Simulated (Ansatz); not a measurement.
Ansatz results at the PBE0-D4/def2-TZVP geometry: size of the dipole moment (PBE/def2-TZVPP) 1.03 D; size of the dipole moment (ωB97M-V/def2-TZVPP) 0.72 D; size of the dipole moment (B3LYP/def2-TZVPP) 0.85 D.

(1) Which molecule gave them?
A. `S[B]S`•
B. `[O][InH][F]`•
C. `F[SiH2]`•
D. `C[N](C)[GaH]`•

Answers

(1) D. The others give `[O][InH][F]`•: 3.02, 3.26, 3.22; `S[B]S`•: 1.92, 1.92, 1.87; `F[SiH2]`•: 1.09, 1.22, 1.22.

B3LYP here is the variant with VWN-RPA as its local correlation; programs differ in this.
